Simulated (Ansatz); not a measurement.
System: GaF2, net charge 1, singlet state. It need not be the lowest isomer of its formula. 
Structure (B3LYP-D3(BJ)/def2-TZVP (Ansatz, a first-principles code) minimum search):
```
Ga
F 1 1.6703
F 1 1.6703 2 180.00
```
Charge +1, spin multiplicity 1.

Parts of the frozen-core correlation energy in STO-3G (Ansatz, hartree). Frozen orbitals: 16; correlated occupied orbitals by spin: 8 and 8; virtual: 4 and 4. Spin-orbit coupling is left out. No relativistic terms. The restricted reference is unstable.

```json
[
 {"term": "reference (HF)", "value": "-2096.76982"},
 {"term": "MP2 opposite-spin", "value": "-0.06518"},
 {"term": "MP2 same-spin", "value": "-0.02313"},
 {"term": "CCSD correlation", "value": "-0.09427"},
 {"term": "(T)", "value": "-0.01914"},
 {"term": "FCI minus CCSD(T)", "value": "-0.00063"},
 {"term": "T1 diagnostic", "value": "0.031"},
 {"term": "largest doubles amplitude", "value": "0.079"}
]
```
